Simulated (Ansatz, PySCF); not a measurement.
Cd(Br)(Et) (C2H5BrCd), SMILES C[CH2][Cd][Br]. Atoms are numbered in the order given.

```xyz
9

Cd     0.1809     0.4005     0.0000
Br    -0.1562    -2.0099     0.0000
C      0.4742     2.5005     0.0000
C     -0.8033     3.3305     0.0000
H      1.0946     2.7253    -0.8824
H      1.0946     2.7253     0.8824
H     -1.4282     3.1367     0.8857
H     -1.4282     3.1367    -0.8857
H     -0.5748     4.4106     0.0000
```

Geometry: PBE0-D3(BJ)/def2-SVP. The def2 effective core potentials stand for the cores of Cd; spin–orbit coupling is left out. One conformer was computed; it need not be the lowest.

Vertical ionisation energy (IE) and electron affinity (EA) in eV. Rows of orbital energies are one-electron estimates. Where ΔSCF, EOM or ADC give a negative EA the extra electron is unbound and the value depends on the basis.

| level | IE | EA |
|---|---|---|
| −ε(HOMO), −ε(LUMO), B3LYP/def2-TZVP (PySCF) | 7.43 | 1.23 |
| −ε(HOMO), −ε(LUMO), PBE/def2-TZVP (PySCF) | 6.57 | 1.75 |
| ΔSCF, PBE0/def2-SVPD (Ansatz), final states of multiplicity 2 and 2 | 9.53 | -0.50 |
| ΔSCF, PBE/def2-SVPD (Ansatz), final states of multiplicity 2 and 2 | 9.30 | -0.39 |

**Question.** What vertical singlet–triplet gap does ΔSCF give with PBE0/def2-SVPD (Ansatz, a first-principles code) and with PBE/def2-SVPD (Ansatz)? (An estimate is asked for; the answer gives what the named calculation found.)

**Answer.** 4.70 and 4.53 eV (triplet above singlet where positive).
